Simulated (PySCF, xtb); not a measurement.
C4H2F2, SMILES C#C/C(F)=C\F.

Harmonic wavenumbers (cm⁻¹) from GFN2-xTB (xtb 6.7.1) at its own minimum, in rising order: 117, 229, 261, 297, 450, 510, 566, 663, 689, 776, 810, 1131, 1156, 1276, 1686, 2252, 3102, 3395.

Q: What does PBE-D3(BJ)/def2-SVP in PySCF 2.14.0 give at its own minimum? (Estimate from the structure and the level; the computed values follow.)

A: 131, 263, 284, 304, 476, 583, 605, 630, 696, 789, 802, 1189, 1211, 1321, 1680, 2152, 3144, 3405. Paired by order, the mean absolute difference is 33 cm⁻¹ and the zero-point energies are 27.7 and 28.1 kcal/mol.
